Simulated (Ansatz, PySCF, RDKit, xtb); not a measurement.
Noncovalent pair: C2H4 (SMILES C=C) (first 6 atoms) with CHN (SMILES C#N); geometry from B3LYP-D3(BJ)/def2-TZVP, rigid monomers moved along the line of their centres of mass till C2···H9 is 2.40 Å.
(charge 0, multiplicity 1):
| atom | x (Å) | y (Å) | z (Å) |
|---|---|---|---|
| C | -0.0870 | 0.6368 | 0.2230 |
| C | -0.2279 | -0.6784 | 0.1258 |
| H | 0.8824 | 1.1136 | 0.1394 |
| H | -0.9366 | 1.2908 | 0.3792 |
| H | -1.1986 | -1.1542 | 0.1987 |
| H | 0.6205 | -1.3315 | -0.0411 |
| C | 0.2516 | -0.3132 | 3.5107 |
| N | 0.3903 | -0.4133 | 4.6445 |
| H | 0.1222 | -0.2197 | 2.4508 |

Interaction energies are E(AB) − E(A) − E(B) at the monomers' geometry in the complex; basis-set methods are counterpoise corrected. RDKit's UFF carries no charges.

Programs: Ansatz (Gaussian basis) for Hartree–Fock, density functionals and correlated methods; PySCF for the dispersion terms; RDKit for the force fields; xtb for the GFN methods. Each number belongs to the level named beside it.

Task: One of these levels gives -67.8 meV for the interaction energy. Name it.
A) UFF
B) GFN-FF
C) PBE-D4/def2-TZVPPD

Result: B, GFN-FF. The others give 202.8 (UFF), -98.5 (PBE-D4/def2-TZVPPD)

Ansatz is an electronic-structure program.
